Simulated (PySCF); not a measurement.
## Two-dimensional NMR puzzle

Compound of formula C$_{7}$H$_{11}$FO. Correlations simulated from computed shifts and the bond graph:

HSQC (one-bond C–H):
```tsv
δH	δC
5.97	135.7
5.83	136.9
4.79	100.4
4.07	84.9
3.78	61.6
2.28	28.6
2.16	28.6
2.05	32.1
1.77	32.1
```

COSY cross peaks (H two or three bonds apart, from the bond graph; peaks can be absent where the dihedral angle is near 90°):
```tsv
δH	δH
5.97	5.83
5.97	2.28
5.97	2.16
5.83	4.07
4.79	4.07
4.79	2.05
4.79	1.77
2.28	2.16
2.28	2.05
2.28	1.77
2.16	2.05
2.16	1.77
2.05	1.77
```

HMBC (two and three bonds, from the bond graph):
```tsv
δH	δC
5.97	136.9, 84.9, 32.1, 28.6
5.83	135.7, 100.4, 84.9, 28.6
4.79	136.9, 84.9, 32.1, 28.6
4.07	136.9, 135.7, 100.4, 61.6, 32.1
3.78	84.9
2.28	136.9, 135.7, 100.4, 32.1
2.16	136.9, 135.7, 100.4, 32.1
2.05	135.7, 100.4, 84.9, 28.6
1.77	135.7, 100.4, 84.9, 28.6
```

Theoretical values (PySCF 2.14.0 with density-fitted response routines): coordinates at the GFN2-xTB level, shieldings: GIAO PBE0/pcSseg-1. Equivalent nuclei averaged, a single conformation, relativity neglected, in vacuum.

δ = σ(ref) − σ, references computed at the same level: TMS for 1H (σref 31.72) and 13C (σref 186.93).

Exchangeable hydrogens are left out of these lists.

Task: Which molecule is this?

Result: `CO[C@@H]1C=CCC[C@H]1F`.

Atoms are numbered as in `[CH3:1][O:2][C@@H:3]1[CH:4]=[CH:5][CH2:6][CH2:7][C@H:8]1[F:9]` (H(Xn): hydrogen on atom n). Ha(C6), Ha(C7) are cis to O2 on the ring; Hb(C6), Hb(C7) are trans to O2 on the ring.

- δC 136.9 is C4, an alkene CH (δH 5.83).
- δC 135.7 is C5, an alkene CH (δH 5.97).
- δC 100.4 is C8, an sp3 CH bonded to F (δH 4.79).
- δC 84.9 is C3, an allylic sp3 CH bonded to O (δH 4.07).
- δC 61.6 is C1, a methyl carbon bonded to O (δH 3.78).
- δC 32.1 is C7, an sp3 CH2 in a ring (δH 1.77, 2.05).
- δC 28.6 is C6, an allylic sp3 CH2 (δH 2.16, 2.28).
- COSY links 5.97–5.83, 5.97–2.28, 5.97–2.16, 5.83–4.07, 4.79–4.07, 4.79–2.05.

The data come from this structure; uniqueness wasn't tested.

Shifts are as computed. Against solution values, carbons near 30 ppm lie about +3 ppm off and those near 130 ppm about +5 ppm. Of 1309 compounds with measured shifts, 239 miss one by over three times the rms of a fit or turn the order of signals round; such compounds aren't used in these exercises.
